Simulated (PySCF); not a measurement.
# Electronic structure of Hf³⁺ (hafnium, charge +3) at the UHF level

Configuration: [Xe] 4f14 5d1, 2D determinant. All numbers are calculated (PySCF 2.14, scalar relativity through the core potential, in aug-cc-pwCVDZ-PP with ECP60MDF).

```json
{"Total energy": "-46.458065 hartree", "One-electron energy": "-68.5015 hartree", "Hartree (Coulomb) energy": "26.8140 hartree", "Exchange energy": "-4.7706 hartree", "⟨S²⟩": "0.7520", "⟨L²⟩": "6.021", "Sum of ⟨r⟩": "12.44 bohr", "Sum of ⟨r²⟩": "19.61 bohr²", "Traceless quadrupole moment −½Σ⟨3z² − r²⟩ along its main axis": "1.22 e·bohr²"}
```

| shell | electrons | mean orbital energy (eV) | spread (eV) | rms radius, mean of both spins (bohr) |
| --- | --- | --- | --- | --- |
| 5s α | 1 | -106.96 | 0 | 1.22 |
| 5s β | 1 | -105.97 | 0 | 1.22 |
| 5p α | 3 | -70.615 | 0.802 | 1.43 |
| 5p β | 3 | -69.049 | 1.328 | 1.43 |
| 5d α | 1 | -32.436 | 0 | 2.10 |

Energies and moments cover only the electrons outside the core potential. Spin-orbit coupling, absent here, splits the open shell strongly.
